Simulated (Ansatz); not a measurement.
`B[C@@H](F)[Si@@H](N)F` + `O[SiH3]` → `BO[SiH3]` + `N[SiH](F)CF`  (ligand exchange at a B–C bond)

Calculated with Ansatz (gas phase, PBE0-D4/def2-TZVP geometries, no zero-point term in ΔE). CCSD(T)/CBS adds triple-zeta CCSD(T) − MP2 to the extrapolated MP2 energy (def2 sets, frozen cores). DFT in def2-TZVPP. One conformer a species, not always the lowest.

```tsv
level	ΔE (kJ/mol)
B97M-V	-113.7
LC-ωPBE	-115.1
HF/def2-SVP	-142.1
SCS-MP2/def2-TZVPP	-125.1
```

**Question.** What does CCSD(T)/CBS give? (Estimate.)

**Answer.** Ansatz gave: -118.7 kJ/mol. The listed levels differ from it by 5.0, 3.6, -23.4, -6.4 kJ/mol.

Largest T1 diagnostic among the species: 0.013.

From BLYP to BHLYP (50 % exact exchange), in def2-TZVPP and without D4, ΔE moves by −5.3 kJ/mol. At CCSD(T), def2-SVP lies −17.4 kJ/mol from the extrapolated value and def2-TZVPP −1.8 kJ/mol. Leaving LDA and LC-ωPBE aside and taking each functional with its dispersion term where it has one, the values, not all of them listed here, spread over 17.9 kJ/mol, from BHLYP-D4 to revPBE-D4. LDA lies +3.9 kJ/mol from PBE without D4.
